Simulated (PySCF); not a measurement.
Simulation results for AlH₃N

All values are calculated (PySCF 2.14.0). Calculation on a computer-drawn molecule: vertical ionisation energy to the stated ion spin, frozen-core CCSD(T) at the basis limit and cheaper methods, single-reference cases, UHF for radicals, no spin-orbit; all values are single points at the evaluated structure, the first of each entry, which is the reference or a displaced copy of it and isn't optimised; the reference structure only sets the zero of the energies above reference; triples share is (T) over the correlation energy.

Common to all runs: charge 1; multiplicity 1; ion multiplicity 2; diffuse functions no; basis cc-pV(n+d)Z; reference is the Hartree-Fock double-zeta minimum; best is HF at quadruple zeta + MP2 correlation extrapolated from triple and quadruple zeta + CCSD(T) minus MP2 at triple zeta; basis step is the size of the change from the same recipe one zeta lower.

(1) 
```xyz
5
formula=AlH3N ionisation_energy_best=16.3 ionisation_energy_basis_step=0.03952 energy_above_reference_best=28.38 energy_above_reference_basis_step=0.1686 ionisation_energy_Koopmans_at_triple_zeta=16.84 ionisation_energy_EOM_CCSD_at_triple_zeta=16.17 total_energy_HF_triple_zeta=-297.8629 total_energy_CCSD(T)_triple_zeta=-298.1617 total_energy_best=-298.2009 T1_diagnostic_at_triple_zeta=0.01389 D1_diagnostic_at_triple_zeta=0.03658 ion_T1_diagnostic_at_triple_zeta=0.00856 ion_D1_diagnostic_at_triple_zeta=0.01968 ion_spin_squared_at_triple_zeta=0.7582 triples_share_at_triple_zeta=0.03256 basis_functions_triple_zeta=111
N      0.0154     2.9210     1.0562
Al     0.7245     2.5032    -0.5979
H     -0.8146     3.4070     1.0805
H      0.2044     2.6648     1.8391
H      1.3038     2.0871    -1.9068
```

Units: ionisation_energy_best, ionisation_energy_basis_step, ionisation_energy_Koopmans_at_triple_zeta, ionisation_energy_EOM_CCSD_at_triple_zeta in eV; energy_above_reference_best, energy_above_reference_basis_step in kcal/mol; total_energy_HF_triple_zeta, total_energy_CCSD(T)_triple_zeta, total_energy_best in hartree.

Reference structure:
```xyz
5
AlH3N
N     -0.0312     2.9083     0.9518
Al     0.6600     2.4755    -0.5486
H     -0.8120     3.5337     1.0761
H      0.2771     2.5788     1.8533
H      1.2822     2.0862    -1.8995
```

Drawn bonds:
```csv
atom,other atom,order
1,2,1
1,3,1
1,4,1
2,5,1
```

Triple zeta:
```csv
method,ionisation energy (eV),energy above reference (kcal/mol)
HF,14.54,27.73
PBE,16.34,29.75
r2SCAN,16.13,29.04
B3LYP,16.28,28.8
wB97X,16.19,29.27
MP2,16.25,28.58
CCSD,16.01,28.61
CCSD(T),16.14,28.68
```

(2) 
```xyz
5
formula=AlH3N ionisation_energy_best=16.16 ionisation_energy_basis_step=0.03821 energy_above_reference_best=8.828 energy_above_reference_basis_step=0.3979 ionisation_energy_Koopmans_at_triple_zeta=16.72 ionisation_energy_EOM_CCSD_at_triple_zeta=16.03 total_energy_HF_triple_zeta=-297.8920 total_energy_CCSD(T)_triple_zeta=-298.1934 total_energy_best=-298.2321 T1_diagnostic_at_triple_zeta=0.0143 D1_diagnostic_at_triple_zeta=0.03794 ion_T1_diagnostic_at_triple_zeta=0.008847 ion_D1_diagnostic_at_triple_zeta=0.01973 ion_spin_squared_at_triple_zeta=0.759 triples_share_at_triple_zeta=0.03367 basis_functions_triple_zeta=111
N      0.0154     2.9210     1.0562
Al     0.7245     2.5032    -0.5979
H     -0.8146     3.4070     1.0805
H      0.2328     2.6263     1.9567
H      1.3038     2.0871    -1.9068
```

Units: ionisation_energy_best, ionisation_energy_basis_step, ionisation_energy_Koopmans_at_triple_zeta, ionisation_energy_EOM_CCSD_at_triple_zeta in eV; energy_above_reference_best, energy_above_reference_basis_step in kcal/mol; total_energy_HF_triple_zeta, total_energy_CCSD(T)_triple_zeta, total_energy_best in hartree.

Reference structure:
```xyz
5
AlH3N
N     -0.0312     2.9083     0.9518
Al     0.6600     2.4755    -0.5486
H     -0.8120     3.5337     1.0761
H      0.2771     2.5788     1.8533
H      1.2822     2.0862    -1.8995
```

Drawn bonds:
```csv
atom,other atom,order
1,2,1
1,3,1
1,4,1
2,5,1
```

Triple zeta:
```csv
method,ionisation energy (eV),energy above reference (kcal/mol)
HF,14.39,9.477
PBE,16.19,8.936
r2SCAN,15.98,9.288
B3LYP,16.13,9.062
wB97X,16.04,9.6
MP2,16.12,8.734
CCSD,15.87,9.009
CCSD(T),16,8.816
```

(3) 
```xyz
5
formula=AlH3N ionisation_energy_best=16.02 ionisation_energy_basis_step=0.03641 energy_above_reference_best=11.8 energy_above_reference_basis_step=0.5455 ionisation_energy_Koopmans_at_triple_zeta=16.62 ionisation_energy_EOM_CCSD_at_triple_zeta=15.87 total_energy_HF_triple_zeta=-297.8843 total_energy_CCSD(T)_triple_zeta=-298.1889 total_energy_best=-298.2273 T1_diagnostic_at_triple_zeta=0.0149 D1_diagnostic_at_triple_zeta=0.03974 ion_T1_diagnostic_at_triple_zeta=0.009373 ion_D1_diagnostic_at_triple_zeta=0.01981 ion_spin_squared_at_triple_zeta=0.7603 triples_share_at_triple_zeta=0.0349 basis_functions_triple_zeta=111
N      0.0154     2.9210     1.0562
Al     0.7245     2.5032    -0.5979
H     -0.8146     3.4070     1.0805
H      0.2619     2.5868     2.0771
H      1.3038     2.0871    -1.9068
```

Units: ionisation_energy_best, ionisation_energy_basis_step, ionisation_energy_Koopmans_at_triple_zeta, ionisation_energy_EOM_CCSD_at_triple_zeta in eV; energy_above_reference_best, energy_above_reference_basis_step in kcal/mol; total_energy_HF_triple_zeta, total_energy_CCSD(T)_triple_zeta, total_energy_best in hartree.

Reference structure:
```xyz
5
AlH3N
N     -0.0312     2.9083     0.9518
Al     0.6600     2.4755    -0.5486
H     -0.8120     3.5337     1.0761
H      0.2771     2.5788     1.8533
H      1.2822     2.0862    -1.8995
```

Drawn bonds:
```csv
atom,other atom,order
1,2,1
1,3,1
1,4,1
2,5,1
```

Triple zeta:
```csv
method,ionisation energy (eV),energy above reference (kcal/mol)
HF,14.23,14.31
PBE,16.04,10.71
r2SCAN,15.83,12.09
B3LYP,15.97,11.79
wB97X,15.88,12.75
MP2,15.98,11.68
CCSD,15.72,12.15
CCSD(T),15.85,11.66
```
